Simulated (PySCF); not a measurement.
Can point charges reproduce the dipole moment of `C(/Cl)=C/CC(F)(Cl)F`?

Coordinates (GFN2-xTB, Å) and charges (e) from the PBE0/pcSseg-1 density (PySCF):

| atom | x | y | z | Mulliken | IAO | Hirshfeld | ESP-fitted |
| --- | --- | --- | --- | --- | --- | --- | --- |
| F1 | -1.707 | -1.603 | -0.338 | -0.2578 | -0.2770 | -0.0867 | -0.0957 |
| C2 | -1.556 | -0.299 | -0.033 | +0.4762 | +0.5679 | +0.2141 | +0.1084 |
| F3 | -2.662 | 0.312 | -0.498 | -0.2558 | -0.2727 | -0.0880 | -0.1121 |
| Cl4 | -1.536 | -0.145 | 1.747 | -0.0802 | -0.0756 | -0.0615 | -0.0459 |
| C5 | -0.302 | 0.281 | -0.667 | -0.1646 | -0.3009 | -0.0950 | -0.0269 |
| C6 | 0.925 | -0.386 | -0.129 | -0.1879 | -0.1668 | -0.0606 | -0.1953 |
| C7 | 1.878 | 0.220 | 0.558 | -0.0657 | -0.1609 | -0.0266 | -0.2217 |
| Cl8 | 1.871 | 1.897 | 0.930 | -0.0897 | -0.0165 | -0.0099 | -0.0331 |
| H9 | -0.382 | 0.116 | -1.746 | +0.1685 | +0.1759 | +0.0593 | +0.1346 |
| H10 | -0.282 | 1.352 | -0.468 | +0.1710 | +0.1764 | +0.0393 | +0.1075 |
| H11 | 1.009 | -1.447 | -0.313 | +0.1278 | +0.1719 | +0.0543 | +0.1678 |
| H12 | 2.746 | -0.297 | 0.933 | +0.1581 | +0.1782 | +0.0614 | +0.2124 |

Problem. Compute μ = Σ q r for each scheme (1 e·Å = 4.803 D) and compare with the dipole of the full density.

Solution. The full density gives (1.80, -0.44, -1.11) D, 2.16 D in size; dipole vectors point from the negative to the positive end.

```tsv
scheme	μx	μy	μz	size (D)	share of the full size (%)	angle to the full dipole (°)
Mulliken	2.59	0.30	-0.93	2.77	128	22
IAO	2.79	0.34	-0.39	2.84	131	30
Hirshfeld	1.14	-0.04	-0.36	1.20	55	17
ESP-fitted	1.84	-0.46	-1.18	2.24	103	1
```

Problem. Which set comes closest?

Solution. Length of the difference vector: ESP-fitted 0.08 D, Hirshfeld 1.08 D, Mulliken 1.10 D, IAO 1.45 D. Closest: ESP-fitted. 

Problem. What is left for the Hirshfeld atoms' own dipoles?

Solution. The Hirshfeld atoms' densities add up to the full density, so μ = Σ q r + Σ (atomic dipoles). The atomic dipoles sum to (1.80, -0.44, -1.11) − (1.14, -0.04, -0.36) = (0.66, -0.40, -0.75) D, 1.08 D in size.

Problem. With the origin at the mean of the coordinates, (0.000, 0.000, -0.002) Å, which are the largest single terms, by size, of the IAO dipole along the direction of the full one?

Solution. C2 -3.33, F3 +2.65, H12 +1.60, F1 +1.23, H11 +1.07 D; all 12 atoms together +2.45 D. The single terms depend on the origin, their sum doesn't.

Problem. Give the size of the full dipole in other units.

Solution. 2.16 D = 0.851 au = 0.451 e·Å = 7.22 × 10⁻³⁰ C·m.

The structure is a single GFN2-xTB conformer in the gas phase; no vibrational or solvent corrections.

Conformer computed: `[F:1][C:2]([F:3])([Cl:4])[CH2:5]/[CH:6]=[CH:7]\[Cl:8]`: F1–C2–C5–C6 -63°, C2–C5–C6–C7 -117°.
